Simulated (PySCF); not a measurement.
## Electric field gradients and quadrupole coupling constants

C₉H₉PS.
Cartesian coordinates in Å at the GFN2-xTB level; atoms count from 1:
```xyz
20
C9H9PS angstrom
C     -1.7121   -2.1367    0.3410
C     -1.6098   -1.3433   -0.5507
C     -1.4339   -0.3527   -1.5790
P     -0.3979    1.1173   -1.0127
C     -1.3541    1.5307    0.4834
C     -1.6100    2.7837    0.8208
C      0.9358    0.1778   -0.2102
C      2.0237   -0.3433   -0.8499
C      2.9180   -0.9998    0.0200
C      2.5097   -0.9526    1.3139
S      1.0234   -0.1150    1.4995
H     -1.8246   -2.8521    1.0997
H     -2.3997    0.0450   -1.9063
H     -0.9236   -0.7903   -2.4427
H     -1.7040    0.6930    1.0782
H     -1.2619    3.6096    0.2211
H     -2.1725    3.0383    1.7055
H      2.1745   -0.2583   -1.9122
H      3.8241   -1.4805   -0.3040
H      2.9897   -1.3601    2.1816
```

Field gradients from the PBE0/pcSseg-1 density (PySCF, non-relativistic), principal values in atomic units, ordered |Vxx| ≤ |Vyy| ≤ |Vzz|:

```csv
atom,Vxx,Vyy,Vzz
S11,-0.4216,-1.4331,1.8547
```

Problem. Find the asymmetry η = (Vxx − Vyy)/Vzz and the couplings χ = eQV/h (234.96 MHz × Q in barn × V in au), with Q(33S) = −0.0678 b.

Solution. 
```
atom            environment  nucleus     η  χzz (MHz)  χxx (MHz)  χyy (MHz)
 S11  thiophene-type sulfur      33S  0.55     -29.55       6.72      22.83
```

Problem. What is Vzz at S11 in SI units (1 au = 9.71736 × 10²¹ V/m²)?

Solution. 1.8547 au = 18.023 × 10²¹ V/m².

Were the hydrogens deuterons (Q(2H) = 0.00286 b), χzz would run from 202 kHz (H13 and H14) to 268 kHz (H12).

One conformer (not necessarily the lowest) at the GFN2-xTB geometry, without solvent, vibrations or thermal averaging. GFN2-xTB bond lengths can be off by several hundredths of an ångström, more for odd bonds, and the gradients follow them. The small basis limits the accuracy of the gradients.

The run behind these numbers computed NMR shieldings as well. Time: 64 s wall; peak memory 1.1 GiB. Hardware: one thread, Arm Neoverse V2 (aarch64), shared host.
